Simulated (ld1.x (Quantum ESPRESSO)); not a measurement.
Values are calculated unless marked as measured or tabulated.
## Hardness and transferability of assorted potentials

Generated with ld1.x 7.5 (TM, RRKJ, ultrasoft, PAW), atompaw 4.2 or ONCVPSP 4.0.1. The cutoff is in Ry: for ld1.x and atompaw files where the sum of valence levels is converged to 10 mRy in a Bessel basis, for ONCV files where the hardest occupied wave has 1 mHa per electron of residual kinetic energy. The error is the largest all-electron minus pseudo excitation energy over each file’s own four to seven test configurations (ionisations up to +4, promotions, holes and added fractions of an electron), all of which were solved. The labels leave out finer settings (local radius, basis sizes, second energies), which also bear on the numbers. Spin-polarised tests are not counted. The rows are a selection from randomly drawn settings: files with unsolved tests, undetermined cutoffs or missed reference levels are left out.

A true bound ghost makes a file unfit for plane-wave use even where its test errors are small: the radial tests pick states by their node count and pass the ghost by.

```csv
element,potential,cutoff (Ry),largest error (meV),bound ghosts
S,"RRKJ, PBE, scalar-relativistic, rc 1.35/1.65/1.75 (spd), local s, core correction no, reference 3s2 3p3.75",45,+225,none
Ar,"PAW, PBE, scalar-relativistic, rc 1.05/0.95/1.10 (spd), local smoothed, core correction yes, reference 3s2 3p5",60,-62,"s, p"
Ti,"PAW, PBE, scalar-relativistic, rc 1.35/1.95/2.15 (spd), local smoothed, core correction yes, reference 3s2 3p6 3d2 4s0.5 4p0",30,-29,none
Ge,"TM, PBE, scalar-relativistic, rc 1.62/2.18/2.08 (spd), local smoothed, core correction no, reference 4s2 4p2",18,+87,none
Kr,"RRKJ, PW91, fully relativistic, rc 1.10/1.25/0.95 (spd), local s, core correction yes, reference 3d10 4s2 4p5",300,-903,p3/2
Ta,"TM semilocal, PBE, scalar-relativistic, rc 2.65/3.50/2.95 (spd), local s, core correction yes, reference 5d3.5 6s1.5 6p0",21,-253,none
Tl,"TM semilocal, PBE, scalar-relativistic, rc 2.20/1.95 (sp), local s, core correction no, reference 6s2 6p0",18,+691,none
```

**Question.** Fill in the row for Nb: PAW, PBEsol, scalar-relativistic, rc 3.25/4.20/2.95 (spd), local smoothed, core correction yes, reference 4d3 5s2 5p0.

**Answer.** cutoff 10 Ry, largest error -142 meV, bound ghosts: none.
